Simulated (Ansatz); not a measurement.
**Reading a saddle point**

A first-order saddle point of GeH₆SO, singlet, PBE0-D4/def2-TZVP, with one imaginary mode of 286i cm⁻¹:

Ge1  (-0.611, 0.768, -0.102)
S2  (0.080, -1.311, 1.524)
H3  (-0.624, 1.594, -1.427)
H4  (0.210, 1.609, 0.880)
H5  (-2.060, 0.419, 0.224)
H6  (0.502, -1.251, -0.240)
O7  (0.271, -0.685, -1.126)
H8  (1.203, -0.703, 1.939)
H9  (1.030, -0.440, -1.671)
(Å)

Program: Ansatz 0.2.0. Basis: def2-TZVPP and def2-QZVPP. Cores are frozen in the correlated methods. Filled d shells of the heavier atoms are correlated. The def2 sets are not built for correlating such inner shells, so the correlated values are less sure here. Extrapolation: Hartree–Fock as exp(−7.88 √X), correlation as X^−2.97.

Which contacts change along the imaginary mode, and what lies on either side? (A judgement: the text doesn't fix the answer.)

Computed: The step is GeH₄S ([SH][GeH3]) + H₂O → GeH₄O ([OH][GeH3]) + H₂S, with the molecules in contact on both sides. Shortening one way: Ge1–O7, S2–H6; lengthening the same way: Ge1–S2, H6–O7.
```csv
pair,one side (Å),saddle (Å),other side (Å)
Ge1–O7,3.45,1.98,1.79
S2–H6,2.49,1.81,1.35
Ge1–S2,2.24,2.73,4.03
H6–O7,0.97,1.08,2.14
```

Which side is lower, and how far does the saddle lie above each? (An estimate is asked for; the value comes from the calculation.)

The calculation gives: The side with Ge1–S2, H6–O7 short is lower by 0.291 eV; the saddle lies 1.484 eV above it and 1.193 eV above the other (CCSD(T) at an estimated basis limit (MP2 extrapolated from triple and quadruple zeta, plus CCSD(T) − MP2 in triple zeta); electronic energies).

No T1 diagnostic of these runs exceeds 0.013.

Labels in which every atom is bracketed show which atoms are joined, not bond orders.

For scale, one of the runs: CCSD(T)/def2-TZVPP, 205 basis functions (an equivalent command: `ansatz run in.yaml --threads 4`). Time: 110 s of wall clock on 4 CPU threads; the host was shared. Peak host memory: 2.6 GiB.
